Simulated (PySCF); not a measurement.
C3H10SSi2.
Numbering: `[CH3:1][S:2][SiH2:3]/[CH:4]=[CH:5]/[SiH3:6]` (hydrogens: H7, H8, H9 on C1; H10, H11 on Si3; H12 on C4; H13 on C5; H14, H15, H16 on Si6)

The same species was optimised twice, with GFN2-xTB and with PBE0-D3(BJ)/def2-SVP (PySCF), and the same property calculations (PySCF, gas phase) were run on both structures.

```csv
coordinate,GFN2-xTB,PBE0-D3(BJ)/def2-SVP,change
S2–Si3 (Å),2.157,2.142,-0.015
C4=C5 (Å),1.333,1.346,+0.013
Si3–C4 (Å),1.881,1.871,-0.010
C5–Si6 (Å),1.884,1.875,-0.009
C1–S2 (Å),1.821,1.822,+0.001
S2–Si3–C4 (°),107.5,110.4,+2.9
Si3–C4–C5 (°),125.0,123.0,-2.0
C4–C5–Si6 (°),125.7,124.3,-1.4
C1–S2–Si3 (°),99.9,99.4,-0.5
C1–S2–Si3–C4 (°),56,60,+4
S2–Si3–C4–C5 (°),-101,-110,-9
```

Rotational constants: A = 3506, B = 750.9, C = 658.6 MHz (GFN2-xTB) against A = 3679, B = 718.8, C = 640.9 MHz (PBE0-D3(BJ)/def2-SVP). Point groups within 0.08 Å: C1 and C1. Atoms that the bonding makes alike are paired by their places after alignment.

On the GFN2-xTB structure: lowest singlet, TDDFT (eV) 4.51 [PBE0/def2-SVPD]; isotropic polarisability (au) 115.3 [PBE0/def2-SVPD]; HOMO (eV) -6.75 [PBE0/def2-SVPD]; LUMO (eV) -1.16 [PBE0/def2-SVPD]; dipole (D) 1.71 [PBE0/def2-SVPD].

Problem. What do these properties become on the PBE0-D3(BJ)/def2-SVP structure?

Solution. 
```json
{"property": "lowest singlet, TDDFT (eV)", "level": "PBE0/def2-SVPD", "on GFN2-xTB": "4.51", "on PBE0-D3(BJ)/def2-SVP": "4.58", "change": "+0.07"}
{"property": "isotropic polarisability (au)", "level": "PBE0/def2-SVPD", "on GFN2-xTB": "115.3", "on PBE0-D3(BJ)/def2-SVP": "117.7", "change": "+2.4"}
{"property": "HOMO (eV)", "level": "PBE0/def2-SVPD", "on GFN2-xTB": "-6.75", "on PBE0-D3(BJ)/def2-SVP": "-6.91", "change": "-0.16"}
{"property": "LUMO (eV)", "level": "PBE0/def2-SVPD", "on GFN2-xTB": "-1.16", "on PBE0-D3(BJ)/def2-SVP": "-1.25", "change": "-0.09"}
{"property": "dipole (D)", "level": "PBE0/def2-SVPD", "on GFN2-xTB": "1.71", "on PBE0-D3(BJ)/def2-SVP": "1.49", "change": "-0.22"}
{"property": "energy, GFN2-xTB geometry as zero (kcal/mol)", "level": "PBE0/def2-SVPD", "on GFN2-xTB": "0.0", "on PBE0-D3(BJ)/def2-SVP": "-2.5", "change": "-2.5"}
```

The heavy atoms differ by 0.094 Å rms after alignment (one structure mirrored). Among bonds between heavy atoms S2–Si3 changes most (-0.015 Å). Changes are differences of the printed values. Neither structure is proved a minimum here.

Shape of the structure used: `[CH3:1][S:2][SiH2:3]/[CH:4]=[CH:5]/[SiH3:6]`: C1–S2–Si3–C4 60°, S2–Si3–C4–C5 -110°.
